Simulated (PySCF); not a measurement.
Correlation energy of N⁺ (nitrogen, charge +1)

[He] 2s2 2p2, high-spin 3P determinant. Calculation: PySCF 2.14, in aug-cc-pVDZ; no relativity, point nucleus. Frozen: 1s2; 4 electrons correlated.

MP2 pair energies summed by pair of shells (mhartree):

```
 pair  energy  share (%)
2s-2p  -32.26       58.8
2s-2s  -17.32       31.6
2p-2p   -5.27        9.6
```

Total MP2 correlation energy: -54.84 mhartree.

Same-spin part -8.78 and opposite-spin part -46.06 mhartree; SCS-MP2 scales them by 1/3 and 6/5 to -58.20 mhartree.

| level | correlation energy (mhartree) |
| --- | --- |
| CCSD | -77.24 |
| (T) | -0.87 |
| CCSD(T) | -78.11 |

Diagnostics: T1 = 0.0063, D1 = 0.0123, largest double amplitude 0.121.

Cost of the coupled-cluster step: 0.26 s of wall time on 1 thread of Neoverse-N1 (shared host), for 4 correlated electrons.

Iterations:

```
CC2 = 0
CCSD nocc = (np.int64(3), np.int64(1)), nmo = (22, 22)
frozen orbitals [[0], [0]]
max_cycle = 100
direct = 0
conv_tol = 1e-08
conv_tol_normt = 1e-06
diis_space = 8
diis_start_cycle = 0
Init t2, MP2 energy = -0.0548377135294025
Init E_corr(UCCSD) = -0.0548377135337813
cycle = 1  E_corr(UCCSD) = -0.0692530135241325  dE = -0.0144153  norm(t1,t2) = 0.0428663
cycle = 2  E_corr(UCCSD) = -0.0738693368438151  dE = -0.00461632332  norm(t1,t2) = 0.0189596
cycle = 3  E_corr(UCCSD) = -0.077295537438413  dE = -0.00342620059  norm(t1,t2) = 0.00938182
cycle = 4  E_corr(UCCSD) = -0.077218736313522  dE = 7.68011249e-05  norm(t1,t2) = 0.0011289
cycle = 5  E_corr(UCCSD) = -0.0772390405565045  dE = -2.0304243e-05  norm(t1,t2) = 0.000184718
cycle = 6  E_corr(UCCSD) = -0.0772332859118827  dE = 5.75464462e-06  norm(t1,t2) = 2.33986e-05
cycle = 7  E_corr(UCCSD) = -0.0772354902570864  dE = -2.2043452e-06  norm(t1,t2) = 5.90383e-06
cycle = 8  E_corr(UCCSD) = -0.0772351402224315  dE = 3.50034655e-07  norm(t1,t2) = 1.58395e-06
cycle = 9  E_corr(UCCSD) = -0.0772350607327923  dE = 7.94896392e-08  norm(t1,t2) = 3.374e-07
cycle = 10  E_corr(UCCSD) = -0.0772350825078169  dE = -2.17750246e-08  norm(t1,t2) = 6.75263e-08
cycle = 11  E_corr(UCCSD) = -0.0772350820189035  dE = 4.8891341e-10  norm(t1,t2) = 2.15827e-08
UCCSD converged
E(UCCSD) = -53.95849969572179  E_corr = -0.07723508201890349
UCCSD(T) correction = -0.000871555869690482
```
